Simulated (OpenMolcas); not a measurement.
## Co IV: CASPT2 settings compared

```
Program             : OpenMolcas 26.06
Basis               : ANO-L-VQZP [7s6p4d3f2g]
Scalar Hamiltonian  : non-relativistic, point nucleus
Active space        : 6 electrons in 5 orbitals (3d)
State averaging     : 2S+1 = 5 even, 5 roots; 2S+1 = 3 even, 35 roots kept (CI in the orbitals of an earlier block); 2S+1 = 1 even, 23 roots kept (CI in the orbitals of an earlier block)
Spin-orbit coupling : RASSI with atomic mean-field integrals over the reference wave functions, term energies averaged over their components
```

Methods on the same reference wave functions:
A. CASSCF
B. SS-CASPT2, IPEA 0 Eh, real shift 0.15 Eh (closed shells correlated: 2s 2p 3s 3p)
C. SS-CASPT2, IPEA 0.4 Eh, sigma1 regulariser 0.25 Eh (closed shells correlated: 2s 2p 3s 3p)
D. XMS-CASPT2, IPEA 0 Eh, imaginary shift 0.15 Eh (closed shells correlated: 2s 2p 3s 3p)

Energies in cm⁻¹ above 3d⁶ ⁵D₄, the measured ground level; measured values from Sugar and Corliss, J. Phys. Chem. Ref. Data 10, 1097 (1981).

| Level | A | B | C | D | Measured |
| --- | --- | --- | --- | --- | --- |
| 3d⁶ ⁵D₄ | 0.0 | 0.0 | 0.0 | 0.0 | 0.0 |
| 3d⁶ ⁵D₃ | 623 | 627 | 626 | 626 | 639 |
| 3d⁶ ⁵D₂ | 1065 | 1064 | 1064 | 1064 | 1078 |
| 3d⁶ ⁵D₁ | 1351 | 1345 | 1346 | 1346 |  |
| 3d⁶ ⁵D₀ | 1492 | 1483 | 1485 | 1485 | 1494 |
| 3d⁶ ³H₆ | 26431 | 24180 | 24920 | 25070 | 23680 |
| 3d⁶ ³H₅ | 26754 | 24470 | 25210 | 25370 | 24032 |
| 3d⁶ ³H₄ | 26994 | 24670 | 25420 | 25570 | 24272 |
| 3d⁶ ³P₂ | 28918 | 22540 | 23710 | 23790 | 22883 |
| 3d⁶ ³F₄ | 30276 | 25440 | 26550 | 26550 | 25396 |
| 3d⁶ ³F₃ | 30625 | 25730 | 26860 | 26860 | 25736 |
| 3d⁶ ³P₁ | 30745 | 24370 | 25550 | 25620 | 24729 |
| 3d⁶ ³F₂ | 30941 | 26010 | 27160 | 27150 | 25969 |
| 3d⁶ ³P₀ | 31506 | 25130 | 26300 | 26380 | 25449 |
| 3d⁶ ³G₅ | 33389 | 29420 | 30270 | 30340 | 29022 |
| 3d⁶ ³G₄ | 34002 | 29990 | 30850 | 30920 | 29592 |
| 3d⁶ ³G₃ | 34261 | 30240 | 31100 | 31170 | 29868 |
| 3d⁶ ¹I₆ | 39878 | 37320 | 37680 | 37980 | 35943 |

Deviations, from unrounded energies. A percentage is the sum of absolute deviations over the sum of measured energies, with the sign that they share, or ± where signs differ.

```json
{"Against measurement": "mean absolute deviation (cm-1)", "Levels": "16", "A": "3600", "B": "320", "C": "940", "D": "1000"}
{"Against measurement": "fine structure of the ground term (%)", "Levels": "3", "A": "-0.9", "B": "-1.1", "C": "-1.1", "D": "-1.1"}
{"Against measurement": "other terms of the ground configuration (%)", "Levels": "13", "A": "+16.8", "B": "±1.4", "C": "+4.3", "D": "+4.7"}
```

B lies closest to measurement on these levels and A furthest from it. The largest miss of B in the table is 3d⁶ ¹I₆, by +1400 cm-1. The ranking rests on the paired levels alone, and a cruder setting can come out closer through cancelling errors.

Among B to D the level of the table that moves most is 3d⁶ ³P₂, by 1300 cm-1 (lowest in B, highest in D). Moves below CASPT2's spread within the term are not significant.

From A to B the spin-free energies of the other terms of 3d⁶ shown, above ⁵D, scale by factors of 0.78 to 0.93, as is usual when dynamic correlation screens the repulsion within a d or f shell.

The lowest spin-free term lies below A's lowest term by 0.571 hartree in B, 0.559 hartree in C, 0.577 hartree in D.

CASPT2 breaks the degeneracy within a term, and the mean is taken; among the terms shown or strongly mixed into the levels shown the widest spread is 460 cm-1 (3d⁶ ¹I, B). Terms from blocks run as CI alone lack orbitals of their own. Without dynamic correlation excited terms often stand tens of per cent too high (terms of higher spin than the ground term too low), and those without a measured partner can miss by more than the paired ones (holds for A). Some levels mix across a computed gap that differs much from the measured one, so their mixing is not that of the real levels (holds for B). Computed and measured levels are paired by configuration, term and J; levels that our copy of the source lacks, or whose pairing is in doubt (as where it misses far off the trend of its configuration), stay unpaired and out of the deviations. Levels of configurations outside the active space are missing. The table leaves out levels that lie high or whose names do not pair safely across all columns.
